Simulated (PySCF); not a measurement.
Compound: C7H14Ge.
Geometry (PBE0-D3(BJ)/def2-SVP, Å), atoms numbered from 1 in this order:
```
atom  x, y, z in Å
C1    -2.317   -0.082   -0.968
C2    -1.374   -0.809   -0.011
C3    -1.943   -0.856    1.407
C4     0.024   -0.217   -0.036
C5     0.288    1.055    0.315
C6     1.684    1.612    0.280
Ge7    2.743    0.066   -0.327
C8     1.166   -1.102   -0.476
H9    -1.903   -0.048   -1.987
H10   -2.485    0.957   -0.644
H11   -3.298   -0.582   -1.014
H12   -1.286   -1.851   -0.363
H13   -1.275   -1.407    2.088
H14   -2.928   -1.348    1.423
H15   -2.067    0.160    1.815
H16   -0.528    1.715    0.635
H17    2.006    1.977    1.270
H18    1.768    2.470   -0.408
H19    3.465    0.298   -1.668
H20    3.772   -0.422    0.711
H21    1.241   -2.001    0.160
H22    1.009   -1.467   -1.506
```

Computed, not measured: TDDFT wB97X-D/def2-SVPD, vertical, gas phase, core orbitals frozen in the response in PySCF 2.14.0, density-fitted response routines. The wB97X-D/def2-SVPD calculation is non-relativistic and has no spin–orbit coupling, an omission that weighs most on germanium.

| state | E (eV) | E (kJ/mol) | λ (nm) | f | main configurations (H = HOMO, L = LUMO) |
| --- | --- | --- | --- | --- | --- |
| S1 | 6.56 | 633 | 189.1 | 0.0057 | H→L (83%) |
| S2 | 6.74 | 651 | 183.9 | 0.183 | H→L+1 (88%) |
| S3 | 7.13 | 688 | 173.9 | 0.0004 | H→L+2 (84%) |
| S4 | 7.24 | 699 | 171.2 | 0.0029 | H-1→L+1 (91%) |
| S5 | 7.57 | 730 | 163.8 | 0.0008 | H→L+6 (35%), H→L+4 (29%), H→L+3 (19%) |
| S6 | 7.64 | 737 | 162.4 | 0.0002 | H→L+3 (56%), H→L+6 (20%) |
| S7 | 7.71 | 744 | 160.7 | 0.0074 | H-1→L (83%), H-1→L+4 (11%) |
| S8 | 7.83 | 755 | 158.4 | 0.023 | H→L+5 (71%), H→L+8 (22%) |
| S9 | 7.88 | 761 | 157.3 | 0.0008 | H-2→L+1 (87%) |
| S10 | 7.98 | 770 | 155.4 | 0.0007 | H→L+4 (48%), H→L+6 (35%) |

Triplets, Tamm–Dancoff:

| state | E (eV) | λ (nm) | main configurations (H = HOMO, L = LUMO) |
| --- | --- | --- | --- |
| T1 | 4.25 | 292.1 | H→L+1 (88%) |
| T2 | 6.57 | 188.8 | H→L (83%) |
| T3 | 7.09 | 174.8 | H→L+2 (71%), H-1→L+1 (11%) |
| T4 | 7.10 | 174.7 | H-1→L+1 (77%), H→L+2 (10%) |

The lowest singlet comes at 189 nm (633 kJ/mol) in the vacuum ultraviolet; it is weak; its leading configuration is HOMO→LUMO (83%). The most intense listed level is S2 at 6.74 eV (184 nm, f = 0.183), 0.19 eV above S1. Löwdin shares by element: HOMO carbon 77% or more (atoms not listed hold the other 23%); LUMO germanium 36%, hydrogen 11% or more, carbon 7% or more (atoms not listed hold the other 46%). The oscillator strengths of these states sum to 0.225; summed over the whole spectrum of an exact calculation they would give the number of electrons, 88 (Thomas–Reiche–Kuhn). Orbital energies (eV): HOMO-3 -10.93, HOMO-2 -10.33, HOMO-1 -9.74, HOMO -8.51, LUMO 1.99, LUMO+1 2.32, LUMO+2 2.35. Weighted by f, the mean energy of these states is 6.90 eV. All these states lie below the vertical ionisation energy of 8.52 eV (ΔSCF). Only the lowest 10 singlets were computed, as vertical energies without vibronic structure.

Time: 6.8 min wall (grids of density and orbitals included); peak memory 1.4 GiB. Hardware: an Arm Neoverse N1 with one thread, no GPU, shared host.

One conformer stands for the species.
